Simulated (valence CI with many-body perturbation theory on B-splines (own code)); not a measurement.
## Energy levels of Cs XVI

Computed by relativistic CI+MBPT: four valence electrons over a frozen Dirac-Fock core [Kr], radial functions for each j: 7 s, 7 p, 8 d, 6 f, 4 g, 1 h, with the one-electron correlation potential Σ1 (screened to all orders), the two-electron term Σ2, the three-electron term Σ3, Breit, model QED; selected single and double excitations, second order for the rest, scaled by the run's own slope (own B-spline code, finite nucleus).

No measured levels were compared; by estimate terms of the open shell hold to 2 to 4 % of their energy, and close levels can change places. Only levels of the ground parity were solved; by the run's estimate the other parity begins above the list, which can be wrong where configurations are misplaced.

Levels 1 to 32 of 32, with energies above the lowest level, 4d⁴ ⁵D_0. "Leading %" is the weight of the configuration and term that name the level; weights of strongly mixed levels are sums over their largest components and can fall short, so below about 35 % the name and the second component can differ from the true leading terms, or belong to a minority configuration. In the jj column 3d3/2^4 stands for four electrons in 3d with j = 3/2. Lifetimes count E1, E2, E3, M1 and M2 decay at the calculated energies, and are blank where another channel may lead or the interval is too uncertain; long ones can be off by a factor of two.

```
No.  Configuration  Term  J  E (cm⁻¹)  Leading %  Second component  Lifetime              Leading jj
  1            4d⁴    ⁵D  0       0.0         65       32 % 4d⁴ ³P                    4d3/2^4 (76 %)
  2            4d⁴    ⁵D  1      9613         85       15 % 4d⁴ ³P   27.6 ms    4d3/2^3 4d5/2 (84 %)
  3            4d⁴    ⁵D  2     17857         91                     37.1 ms  4d3/2^2 4d5/2^2 (57 %)
  4            4d⁴    ⁵D  3     24241         86        8 % 4d⁴ ³F   94.4 ms  4d3/2^2 4d5/2^2 (50 %)
  5            4d⁴    ⁵D  4     28337         65       23 % 4d⁴ ³F    688 ms    4d3/2^3 4d5/2 (49 %)
  6            4d⁴    ³P  0     41987         50       34 % 4d⁴ ⁵D   1.27 ms  4d3/2^2 4d5/2^2 (70 %)
  7            4d⁴    ³H  4     44018         56       18 % 4d⁴ ⁵D   11.1 ms  4d3/2^2 4d5/2^2 (48 %)
  8            4d⁴    ³G  3     52304         65       22 % 4d⁴ ³F   4.85 ms  4d3/2^2 4d5/2^2 (50 %)
  9            4d⁴    ³H  5     54819         76       24 % 4d⁴ ³G   18.3 ms  4d3/2^2 4d5/2^2 (98 %)
 10            4d⁴    ³F  2     54952         65       17 % 4d⁴ ¹D   3.09 ms  4d3/2^2 4d5/2^2 (53 %)
 11            4d⁴    ³P  1     56971         74       14 % 4d⁴ ³D   1.94 ms  4d3/2^2 4d5/2^2 (68 %)
 12            4d⁴    ³H  6     59597         72       28 % 4d⁴ ¹I    738 ms  4d3/2^2 4d5/2^2 (89 %)
 13            4d⁴    ³G  4     65133         62       15 % 4d⁴ ³H   8.67 ms  4d3/2^2 4d5/2^2 (74 %)
 14            4d⁴    ³D  2     67834         45       40 % 4d⁴ ³P   13.0 ms  4d3/2^2 4d5/2^2 (80 %)
 15            4d⁴    ³F  4     69933         45       23 % 4d⁴ ¹G   2.38 ms  4d3/2^2 4d5/2^2 (46 %)
 16            4d⁴    ³F  3     70624         44       41 % 4d⁴ ³D   5.36 ms  4d3/2^2 4d5/2^2 (62 %)
 17            4d⁴    ³F  3     76560         36       30 % 4d⁴ ³D   1.75 ms    4d3/2 4d5/2^3 (74 %)
 18            4d⁴    ³G  5     80975         75       24 % 4d⁴ ³H   4.68 ms    4d3/2 4d5/2^3 (98 %)
 19            4d⁴    ³P  2     82699         39       31 % 4d⁴ ¹D   1.55 ms    4d3/2 4d5/2^3 (55 %)
 20            4d⁴    ³D  1     84963         83       12 % 4d⁴ ³P   1.30 ms    4d3/2 4d5/2^3 (77 %)
 21            4d⁴    ¹I  6     85177         72       28 % 4d⁴ ³H   4.18 ms    4d3/2 4d5/2^3 (89 %)
 22            4d⁴    ¹G  4     95557         45       39 % 4d⁴ ³F   2.94 ms  4d3/2^2 4d5/2^2 (50 %)
 23            4d⁴    ¹S  0     97870         73       26 % 4d⁴ ³P   1.43 ms    4d3/2 4d5/2^3 (81 %)
 24            4d⁴    ³P  2     98290         42       21 % 4d⁴ ³D   1.96 ms  4d3/2^2 4d5/2^2 (62 %)
 25            4d⁴    ¹F  3    102830         61       20 % 4d⁴ ³D   2.12 ms    4d3/2 4d5/2^3 (80 %)
 26            4d⁴    ³P  2    110260         58       29 % 4d⁴ ³F   2.20 ms  4d3/2^2 4d5/2^2 (55 %)
 27            4d⁴    ³F  4    118030         64       26 % 4d⁴ ¹G    897 μs          4d5/2^4 (56 %)
 28            4d⁴    ³F  2    121980         49       30 % 4d⁴ ¹D   1.31 ms          4d5/2^4 (45 %)
 29            4d⁴    ³F  3    122560         77       20 % 4d⁴ ¹F   2.59 ms    4d3/2 4d5/2^3 (96 %)
 30            4d⁴    ³P  1    124090         97                     1.31 ms    4d3/2 4d5/2^3 (92 %)
 31            4d⁴    ³P  0    130130         83       15 % 4d⁴ ¹S                    4d5/2^4 (49 %)
 32            4d⁴    ¹G  4    130960         76       20 % 4d⁴ ³F   1.34 ms    4d3/2 4d5/2^3 (84 %)
```

Names give the largest LS component (configuration and term), which can be under half, so a name can repeat, a term be missing and a line seem to break the LS rules; names also repeat where a configuration has a term twice.

The ionisation energy to 4d³ ⁴F3/2 of the next ion comes out as 383.15 eV (NIST: 382 ± 3 eV (theoretical)). All 32 levels together are meant to be complete up to 135360 cm⁻¹.
